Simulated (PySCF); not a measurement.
A GIAO shielding run with PySCF 2.14 (density fitting, non-relativistic, gas phase) on SMILES CN(C)[SiH2]N(C)CCN, C5H17N3Si:

```
$ OMP_NUM_THREADS=1 python probes_run.py task.json out

{"job": {"kind": "nmr", "xc": "PBE0", "basis": "pcSseg-1"}, "charge": 0, "multiplicity": 1}
C      3.230545    -0.015017    -0.884605
N      1.934350     0.138191    -0.279053
C      1.683985     1.445623     0.269577
Si     0.888231    -1.192886     0.093518
N     -0.753423    -0.767426    -0.267751
C     -1.104511    -0.339477    -1.601370
C     -1.855149    -1.063263     0.630416
C     -2.185278     0.082656     1.588924
N     -2.483377     1.367305     0.992988
H      4.060066     0.130493    -0.163468
H      3.379157     0.717121    -1.701590
H      3.338232    -1.021276    -1.315581
H      2.385708     1.708369     1.086754
H      1.774113     2.231336    -0.504733
H      0.662947     1.499233     0.676549
H      1.450045    -2.322202    -0.718404
H      0.839985    -1.605695     1.534836
H     -0.197303    -0.034173    -2.145867
H     -1.601247    -1.136490    -2.190387
H     -1.782706     0.531138    -1.588915
H     -2.748296    -1.317410     0.028873
H     -1.636013    -1.965045     1.229846
H     -3.033163    -0.221149     2.228485
H     -1.326949     0.215127     2.271277
H     -1.700331     1.669873     0.416605
H     -3.288393     1.299888     0.372558
```

Hardware: 1 thread of an Arm Neoverse N1, shared host. The job also computes population analyses, field gradients.

Q: How large is the calculation?

A: 82 electrons, 245 basis functions and 1278 auxiliary functions.

Q: How long does it take, and how much memory does it need?

A: 110 s of wall time, with 14 SCF cycles and 4 response iterations; peak memory 1.3 GiB. Times on a shared host scatter by some tens of per cent.

Q: And these other runs on the same molecule and hardware: GIAO shielding at HF/pcSseg-1?

A: HF/pcSseg-1: 245 functions, 54 s.
